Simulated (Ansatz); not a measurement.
Breaking the B1–H2 bond in CH6BN (SMILES BNC) (multiplicity 1 held, fragments rigid). Energies count from the point at 1.193 Å.
Geometry at that point (charge 0, multiplicity 1):
| atom | x (Å) | y (Å) | z (Å) |
|---|---|---|---|
| B | -0.1738 | 0.1694 | 1.3598 |
| H | -1.0466 | 0.5155 | 2.0959 |
| H | 0.9050 | -0.1500 | 1.7605 |
| N | -0.4214 | 0.1375 | -0.0025 |
| C | 0.5047 | -0.2521 | -1.0532 |
| H | -1.3320 | 0.4068 | -0.3442 |
| H | 0.6779 | 0.5674 | -1.7558 |
| H | 0.1296 | -1.1104 | -1.6169 |
| H | 1.4567 | -0.5259 | -0.6023 |

Signs of static correlation in cc-pVTZ, with CASSCF(2,2), from Ansatz (a program for electronic structure) runs.

```
R (Å)  T1 of restricted CCSD  ⟨S²⟩ of UHF  largest double amplitude of restricted CCSD  CASSCF natural occupations
-----  ---------------------  -----------  -------------------------------------------  --------------------------
0.954                  0.013        0.000                                        0.042                   1.99 0.01
1.074                  0.013        0.000                                        0.042                   1.99 0.01
1.193                  0.013        0.000                                        0.042                   1.98 0.02
1.312                  0.013        0.000                                        0.042                   1.98 0.02
1.432                  0.013        0.000                                        0.042                   1.97 0.03
1.611                  0.013        0.000                                        0.047                   1.95 0.05
1.790                  0.015        0.000                                        0.069                   1.93 0.07
2.088                  0.019        0.363                                        0.131                   1.87 0.13
2.386                  0.026        0.708                                        0.250                   1.77 0.23
2.744                      …        0.888                                            …                   1.61 0.39
3.221                  0.064        0.973                                        0.567                   1.39 0.61
3.818                  0.091        1.001                                        0.799                   1.19 0.81
```

### Question
Fill in the missing entries.

### Answer

- 2.744, T1 of restricted CCSD: 0.040
- 2.744, largest double amplitude of restricted CCSD: 0.377

Doubts at one or more of the structures used: a restricted determinant that unrestricted orbitals would lower (R-CCSD(T)/cc-pVTZ); other coupled-cluster roots lie near (R-CCSD(T)/cc-pVTZ); T1 above 0.05 (R-CCSD(T)/cc-pVTZ, U-CCSD(T)/cc-pVTZ); a spin-contaminated determinant (U-CCSD(T)/cc-pVTZ); the program's own flag: other amplitudes (U-CCSD(T)/cc-pVTZ).
